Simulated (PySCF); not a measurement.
PySCF input (TPSSh/def2-TZVPD):

```python
from pyscf import gto, scf, dft

mol = gto.M(
    atom='''
    Si   -0.24622884    0.05312612   -0.42862485
    Cl    0.39340431   -0.52056076    1.70471086
    C    -1.76771502   -0.46367467   -1.09891695
    C     1.28442134   -0.62958997   -1.31220440
    C    -0.06539510    1.92753608   -0.21984139
    H    -1.90063601   -1.49780608   -1.41201220
    H    -2.69378486    0.00475496   -0.77014236
    H     1.21691085   -1.71821931   -1.38323865
    H     2.20113723   -0.38442119   -0.77201087
    H     1.34754303   -0.22818016   -2.32721067
    H    -0.04960312    2.41860846   -1.19654525
    H    -0.91566517    2.32178607    0.34258650
    H     0.84556126    2.18361585    0.32501314
    ''',
    basis='def2-tzvpd',
    charge=-1,
    spin=0,
    verbose=4,
)

mf = dft.RKS(mol, xc='tpssh').density_fit(auxbasis='def2-universal-jkfit')
mf.grids.level = 3
mf.conv_tol = 1e-9
mf.max_cycle = 100
mf.max_memory = 1500
mf.kernel()
if not mf.converged:
    mf = mf.newton()
    mf.kernel(mf.make_rdm1())
mf.analyze()
```

Output:

```
PySCF version 2.14.0

[INPUT] verbose = 4
[INPUT] num. atoms = 13
[INPUT] num. electrons = 58
[INPUT] charge = -1
[INPUT] spin (= nelec alpha-beta = 2S) = 0
[INPUT] symmetry False subgroup None
[INPUT] Mole.unit = angstrom
[INPUT] Symbol           X                Y                Z      unit          X                Y                Z       unit  Magmom
[INPUT]  1 Si    -0.246228840000   0.053126120000  -0.428624850000 AA   -0.465305071569   0.100393816861  -0.809983576683 Bohr   0.0
[INPUT]  2 Cl     0.393404310000  -0.520560760000   1.704710860000 AA    0.743426402123  -0.983717267595   3.221436646972 Bohr   0.0
[INPUT]  3 C     -1.767715020000  -0.463674670000  -1.098916950000 AA   -3.340497254080  -0.876218137198  -2.076652069142 Bohr   0.0
[INPUT]  4 C      1.284421340000  -0.629589970000  -1.312204400000 AA    2.427204561147  -1.189752614073  -2.479706935449 Bohr   0.0
[INPUT]  5 C     -0.065395100000   1.927536080000  -0.219841390000 AA   -0.123578828889   3.642515286418  -0.415440017944 Bohr   0.0
[INPUT]  6 H     -1.900636010000  -1.497806080000  -1.412012200000 AA   -3.591681521386  -2.830443278908  -2.668316342545 Bohr   0.0
[INPUT]  7 H     -2.693784860000   0.004754960000  -0.770142360000 AA   -5.090515623900   0.008985572133  -1.455358137326 Bohr   0.0
[INPUT]  8 H      1.216910850000  -1.718219310000  -1.383238650000 AA    2.299628224512  -3.246963917839  -2.613942213413 Bohr   0.0
[INPUT]  9 H      2.201137230000  -0.384421190000  -0.772010870000 AA    4.159546527284  -0.726450765579  -1.458889109487 Bohr   0.0
[INPUT] 10 H      1.347543030000  -0.228180160000  -2.327210670000 AA    2.546487267767  -0.431198009459  -4.397790800466 Bohr   0.0
[INPUT] 11 H     -0.049603120000   2.418608460000  -1.196545250000 AA   -0.093736311724   4.570507591956  -2.261142818149 Bohr   0.0
[INPUT] 12 H     -0.915665170000   2.321786070000   0.342586500000 AA   -1.730356393103   4.387539792130   0.647394658973 Bohr   0.0
[INPUT] 13 H      0.845561260000   2.183615850000   0.325013140000 AA    1.597879202942   4.126435917759   0.614185821485 Bohr   0.0

nuclear repulsion = 281.621241381886
number of shells = 110
number of NR pGTOs = 385
number of NR cGTOs = 272
basis = def2-tzvpd
ecp = {}

******** <class 'pyscf.df.df_jk.DFRKS'> ********
method = DFRKS
initial guess = minao
damping factor = 0
level_shift factor = 0
DIIS = <class 'pyscf.scf.diis.CDIIS'>
diis_start_cycle = 1
diis_space = 8
diis_damp = 0
SCF conv_tol = 1e-09
SCF conv_tol_grad = None
SCF max_cycles = 100
direct_scf = False
XC library pyscf.dft.libxc version 7.1.2
    S. Lehtola, C. Steigemann, M. J. T. Oliveira, and M. A. L. Marques,  SoftwareX 7, 1–5 (2018)
XC functionals = tpssh
    V. N. Staroverov, G. E. Scuseria, J. Tao, and J. P. Perdew,  J. Chem. Phys. 119, 12129 (2003)
radial grids:
    Treutler-Ahlrichs [JCP 102, 346 (1995); DOI:10.1063/1.469408] (M4) radial grids

becke partition: Becke, JCP 88, 2547 (1988); DOI:10.1063/1.454033
pruning grids: <function nwchem_prune>
grids dens level: 3
symmetrized grids: False
atomic radii adjust function: <function treutler_atomic_radii_adjust>
small_rho_cutoff = 0
Set gradient conv threshold to 3.16228e-05
Initial guess from minao.
tot grids = 158880
[...]
cycle= 12 E= -869.020098075668  delta_E= -3.83e-10  |g|= 2.01e-05  |ddm|= 0.000126
  HOMO = 0.0104288052594725  LUMO = 0.122989874270345  gap/eV = 3.06294
Extra cycle  E= -869.020098075631  delta_E= 3.77e-11  |g|= 2.41e-05  |ddm|= 0.000128
converged SCF energy = -869.020098075631
**** SCF Summaries ****
Total Energy =                        -869.020098075630585
Nuclear Repulsion Energy =             281.621241381885795
One-electron Energy =                -1767.322246082256470
Two-electron Energy =                  616.680906624740146
Two-electron Coulomb Energy =          685.455046680437704
DFT Exchange-Correlation Energy =      -68.774140055697558
HOMO-LUMO gap [eV] =                     3.062942699678717
**** MO energy ****
MO #1   energy= -101.155713838465  occ= 2
MO #2   energy= -65.8004752466766  occ= 2
MO #3   energy= -9.9380329388284   occ= 2
MO #4   energy= -9.93803010436219  occ= 2
MO #5   energy= -9.87386276347804  occ= 2
MO #6   energy= -9.15798096563626  occ= 2
MO #7   energy= -6.90214688103404  occ= 2
MO #8   energy= -6.89866030669322  occ= 2
MO #9   energy= -6.89851454442462  occ= 2
MO #10  energy= -5.0285518169375   occ= 2
MO #11  energy= -3.37830817465626  occ= 2
MO #12  energy= -3.37549451312091  occ= 2
MO #13  energy= -3.37279093770919  occ= 2
MO #14  energy= -0.581415684606746 occ= 2
MO #15  energy= -0.528713687065135 occ= 2
MO #16  energy= -0.511067046847919 occ= 2
MO #17  energy= -0.435574404189367 occ= 2
MO #18  energy= -0.271615011970635 occ= 2
MO #19  energy= -0.244168971353976 occ= 2
MO #20  energy= -0.241706358247086 occ= 2
MO #21  energy= -0.230696395053615 occ= 2
MO #22  energy= -0.230061664329826 occ= 2
MO #23  energy= -0.188662284181813 occ= 2
MO #24  energy= -0.147930489173449 occ= 2
MO #25  energy= -0.137027960226064 occ= 2
MO #26  energy= -0.12998189694456  occ= 2
MO #27  energy= -0.101643288635651 occ= 2
MO #28  energy= -0.100600687992334 occ= 2
MO #29  energy= 0.0104288052594725 occ= 2
MO #30  energy= 0.122989874270345  occ= 0
MO #31  energy= 0.144730825924792  occ= 0
MO #32  energy= 0.14733839448693   occ= 0
MO #33  energy= 0.156265432987084  occ= 0
MO #34  energy= 0.172104934155665  occ= 0
MO #35  energy= 0.173792693068155  occ= 0
MO #36  energy= 0.1822021733078    occ= 0
MO #37  energy= 0.197528861956994  occ= 0
MO #38  energy= 0.200844835705385  occ= 0
MO #39  energy= 0.206434494308604  occ= 0
MO #40  energy= 0.222217435046763  occ= 0
MO #41  energy= 0.227313966501331  occ= 0
MO #42  energy= 0.235583570642148  occ= 0
MO #43  energy= 0.242892887453717  occ= 0
MO #44  energy= 0.244435035973316  occ= 0
MO #45  energy= 0.245853778469579  occ= 0
MO #46  energy= 0.262905357930252  occ= 0
MO #47  energy= 0.265066487635925  occ= 0
MO #48  energy= 0.274446049591168  occ= 0
MO #49  energy= 0.285689242636838  occ= 0
MO #50  energy= 0.291659898864222  occ= 0
MO #51  energy= 0.300196115487683  occ= 0
MO #52  energy= 0.313504719133145  occ= 0
MO #53  energy= 0.317198156824574  occ= 0
MO #54  energy= 0.331154468966402  occ= 0
MO #55  energy= 0.341102126740243  occ= 0
MO #56  energy= 0.353290322915459  occ= 0
MO #57  energy= 0.356571115109868  occ= 0
MO #58  energy= 0.358542454465544  occ= 0
MO #59  energy= 0.372661544242716  occ= 0
MO #60  energy= 0.372867535299377  occ= 0
MO #61  energy= 0.382852958877241  occ= 0
MO #62  energy= 0.384505737048343  occ= 0
MO #63  energy= 0.387445652003362  occ= 0
MO #64  energy= 0.394558530291601  occ= 0
MO #65  energy= 0.396533155167821  occ= 0
MO #66  energy= 0.401453809810726  occ= 0
MO #67  energy= 0.415728896055585  occ= 0
MO #68  energy= 0.417916252557377  occ= 0
MO #69  energy= 0.419507354643445  occ= 0
MO #70  energy= 0.425074134613511  occ= 0
MO #71  energy= 0.435654707912549  occ= 0
MO #72  energy= 0.435793378496103  occ= 0
MO #73  energy= 0.447222729710328  occ= 0
MO #74  energy= 0.452163420693392  occ= 0
MO #75  energy= 0.453237277016513  occ= 0
MO #76  energy= 0.457604658101356  occ= 0
MO #77  energy= 0.464428274112695  occ= 0
MO #78  energy= 0.469216134395149  occ= 0
MO #79  energy= 0.475414115476562  occ= 0
MO #80  energy= 0.485933521561224  occ= 0
MO #81  energy= 0.487724752445284  occ= 0
MO #82  energy= 0.507570546418371  occ= 0
MO #83  energy= 0.511061224835882  occ= 0
MO #84  energy= 0.529135342364017  occ= 0
MO #85  energy= 0.530862755918756  occ= 0
MO #86  energy= 0.539917850163429  occ= 0
MO #87  energy= 0.548271237748843  occ= 0
MO #88  energy= 0.553994694877845  occ= 0
MO #89  energy= 0.558864676778589  occ= 0
MO #90  energy= 0.575641220947934  occ= 0
MO #91  energy= 0.577428917800643  occ= 0
MO #92  energy= 0.587110737155557  occ= 0
MO #93  energy= 0.593615670892995  occ= 0
MO #94  energy= 0.598751634604587  occ= 0
MO #95  energy= 0.610658488562055  occ= 0
MO #96  energy= 0.611568019500114  occ= 0
MO #97  energy= 0.618586769214349  occ= 0
MO #98  energy= 0.643071492726302  occ= 0
MO #99  energy= 0.644644306504317  occ= 0
MO #100 energy= 0.650594895943126  occ= 0
MO #101 energy= 0.662843950873941  occ= 0
MO #102 energy= 0.663974959059935  occ= 0
MO #103 energy= 0.68071915988429   occ= 0
MO #104 energy= 0.703081209491999  occ= 0
MO #105 energy= 0.704671665705108  occ= 0
MO #106 energy= 0.724211520413012  occ= 0
MO #107 energy= 0.730907345589279  occ= 0
[...]
```

It need not be the lowest isomer of its formula. Whether it binds its extra electron was not tested at this geometry.
